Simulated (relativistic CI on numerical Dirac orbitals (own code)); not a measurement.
## Sc²⁺: 3p photoemission

Computed with this model: Dirac-Coulomb-Breit CI, KLI orbitals optimised for each configuration, QED by a radiative potential, multiplet model of photoemission in the sudden approximation, unscaled Slater integrals; configurations [Ar] 3d → [Ne] 3s2 3p5 3d; 300 K; Lorentzian 0.8 eV and Gaussian 0.6 eV FWHM. Energies are those of the free ion, without screening or charge transfer. The energies are binding energies and can lie tens of eV above those of solids. S is read from ⟨S²⟩ = S(S + 1).

Field parameters in Wybourne normalisation: D4h B²₀ = −7Ds, B⁴₀ = 21(Dq − Dt), B⁴₄ = 21√(5/14) Dq; Oh B⁴₀ = 21Dq, B⁴₄ = √(5/14) B⁴₀; Td as Oh with Dq negative (B⁴₀ = 21Dq, B⁴₄ = √(5/14) B⁴₀). The field is a parameter set, without covalency.

Peaks in eV (height, largest 100): 53.7 (100), 55.1 (96), 57.4 (100), 70.0 (14).

Question: Which surroundings give this spectrum?
A. D4h, 10Dq = 7700, Ds = -1360, Dt = 920 cm⁻¹
B. Td, 10Dq = -3300 cm⁻¹
C. free ion
D. Td, 10Dq = -9600 cm⁻¹

Answer: A. D4h, 10Dq = 7700, Ds = -1360, Dt = 920 cm⁻¹, where the ground state has S = 0.50.
